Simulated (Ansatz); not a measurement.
Single points on (ZnSe)2 ring (Zn2Se2).

```yaml
crystal:
  periodic: [false, false, false]
  atoms:
    - {symbol: Zn, position_ang: [0.732025, 0.690965, 0.668787]}
    - {symbol: Se, position_ang: [0.281389, 1.223638, -1.572174]}
    - {symbol: Zn, position_ang: [-0.732145, -0.690876, -0.668742]}
    - {symbol: Se, position_ang: [-0.281269, -1.223717, 1.572129]}
basis:
  gaussian: {orbitals: def2-TZVP, initial_orbitals: start.molden}
hamiltonian: {xc: pbe}
correlation: {method: rpa, frozen_orbitals: {Se: 9, Zn: 9}}
scf: {omitted_lower_state_checks: [starts]}
```

The file start.molden holds the orbitals of an earlier run on this structure, at another level or in another basis.

```sh
$ ansatz run in.yaml --threads 4 --pin off --events-out ev --progress --plain --max-ram 3916MiB
```

Output, abridged:

```
Functional definition: PBE
1470 factors; integrals over basis functions are off by at most 1.1e-3 eV
mean field evaluation 1: about -227507.5635 eV, gradient 1.5e1 eV
mean field evaluation 2: about -227507.8084 eV, gradient 3.4e-1 eV
mean field evaluation 4: about -227507.8052 eV, gradient 1.0e-3 eV
mean field evaluation 8: about -227507.8052 eV, gradient 6.8e-6 eV
mean field -227507.80517571 eV, -8360.7576298783 hartree, gradient 6.8e-6 eV, S^2 0.000000; 0 other end points of the search recorded, 0 dependent functions left out
36 core orbitals not correlated: weight in the atoms' cores, before any rotation towards them, 1.000 or more for the frozen orbitals, at most 0.000 for the correlated occupied ones
reference -227358.89902432 eV, -8355.2854297469 hartree; 28, 28 occupied and 128, 128 virtual orbitals, 1470 factors
Total energy: -227408.05747099 eV, -8357.0919693414 hartree
Checks for a lower state left out: starts
```

It took 6.5 s on 4 threads of Arm Neoverse V1 on a shared host.

As the first input, with `gaussian: {orbitals: def2-TZVPD, initial_orbitals: start.molden}`, `hamiltonian: {xc: pbe0, dispersion: d4}`, `output: {orbitals: {seedname: orbitals}}` and without the key `correlation` (abridged; 9 s):

```
Functional definition: PBE0
mean field -227512.95885648 eV, -8360.9470241535 hartree, gradient 1.4e-5 eV, S^2 0.000000
Total energy: -227513.11039817 eV, -8360.9525932078 hartree
Checks for a lower state left out: starts
```

The first input with `hamiltonian: {xc: lda}`, `output: {orbitals: {seedname: orbitals}}` and without the key `correlation` (abridged; 1.8 s):

```
Functional definition: SPW92
mean field -227198.94964629 eV, -8349.4073985219 hartree, gradient 2.4e-5 eV, S^2 0.000000
Total energy: -227198.94968123 eV, -8349.4073998059 hartree
Checks for a lower state left out: starts
```

As the first input, with `hamiltonian: {xc: pbe0, dispersion: d4}`, `output: {forces: true, orbitals: {seedname: orbitals}}` and without the key `correlation` (abridged; 8 s):

```
Functional definition: PBE0
mean field -227512.92870295 eV, -8360.9459160314 hartree, gradient 2.2e-5 eV, S^2 0.000000
Total energy: -227513.08023110 eV, -8360.9514845884 hartree
Atom 0 force     0.261542     0.246562     0.238840 eV/Å
Atom 1 force     0.011723     0.051806    -0.066466 eV/Å
Atom 2 force    -0.261270    -0.246754    -0.238940 eV/Å
Atom 3 force    -0.011995    -0.051615     0.066567 eV/Å
Dipole moment:    -0.000082     0.000058     0.000030 e Å
Checks for a lower state left out: starts
```

The first input with `hamiltonian: {xc: {name: revPBE}, dispersion: d4}`, `output: {orbitals: {seedname: orbitals}}` and without the key `correlation` (abridged; 3 s):

```
Functional definition: revPBE
mean field -227524.38455412 eV, -8361.3669107971 hartree, gradient 1.7e-5 eV, S^2 0.000000
Total energy: -227524.75152236 eV, -8361.3803966309 hartree
Checks for a lower state left out: starts
```

First input, but with `hamiltonian: {xc: pbe, dispersion: d4}`, `output: {orbitals: {seedname: orbitals}}` and without the key `correlation` (abridged; 2.9 s):

```
Functional definition: PBE
mean field -227507.80518794 eV, -8360.7576303277 hartree, gradient 1.9e-5 eV, S^2 0.000000
Total energy: -227507.98248806 eV, -8360.7641459869 hartree
Checks for a lower state left out: starts
```

First input, but with `gaussian: {orbitals: 6-31G}`, `hamiltonian: {xc: {name: B3LYP}, dispersion: d4}`, `output: {orbitals: {seedname: orbitals}}` and without the key `correlation` (abridged; 3 s):

```
Functional definition: B3LYP
mean field evaluation 16: about -227507.8498 eV, gradient 5.6e-6 eV
mean field -227507.84978150 eV, -8360.7592691108 hartree, gradient 5.9e-6 eV, S^2 0.000000
Total energy: -227508.14824544 eV, -8360.7702374585 hartree
Checks for a lower state left out: starts
```

Geometry: r2SCAN-D4/def2-SVP.

The 6-31G sets use Cartesian d functions. B3LYP takes the VWN-RPA correlation. Correlated methods freeze 36 core orbitals; core or outer-core shells of Se are correlated, in sets that lack core-valence functions.
